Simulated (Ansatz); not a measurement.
Start from `F[Si](Cl)(Cl)I` and change one atom or group to get `F[SiH](Cl)I`.

Ansatz, PBE0-D4/def2-TZVP geometries, multiplicity 1. 

Elements past krypton have def2 core potentials.

| property | `F[Si](Cl)(Cl)I` |
| --- | --- |
| size of the dipole moment (ωB97M-V/def2-TZVPP) / D | 0.77 |
| HOMO energy (PBE0/def2-TZVPP) / eV | -8.32 |
| LUMO energy (ωB97M-V/def2-TZVPP) / eV | 0.72 |
| size of the dipole moment (PBE/def2-TZVPP) / D | 0.78 |
| HOMO–LUMO gap (B3LYP/def2-TZVPP) / eV | 6.57 |
| ideal-gas entropy at 298 K and 1 bar (rigid rotor, harmonic PBE0-D4/def2-TZVP) / J/(mol·K) | 362 |

(1) What does the change do to each property? (Estimate.)

## Answers

(1) Computed: 
```
                                                                                  property  `F[SiH](Cl)I`  shift
                                        size of the dipole moment (ωB97M-V/def2-TZVPP) / D           0.95   0.18
                                                        HOMO energy (PBE0/def2-TZVPP) / eV          -8.21   0.11
                                                     LUMO energy (ωB97M-V/def2-TZVPP) / eV           1.08   0.36
                                            size of the dipole moment (PBE/def2-TZVPP) / D           0.89   0.11
                                                     HOMO–LUMO gap (B3LYP/def2-TZVPP) / eV           6.89   0.32
ideal-gas entropy at 298 K and 1 bar (rigid rotor, harmonic PBE0-D4/def2-TZVP) / J/(mol·K)            332    -30
```

With PBE0 the HOMO rises by 0.11 eV and the LUMO rises by 0.43 eV, so the gap widens by about 0.32 eV. PBE moves the HOMO by 0.09 eV and ωB97M-V by 0.12 eV. Dipoles are sizes alone; their direction can turn.

B3LYP here is the variant with VWN-RPA as its local correlation; programs differ in this.

Spin–orbit coupling is left out; it splits and shifts lone-pair levels of the heavy atoms by tenths of an eV.
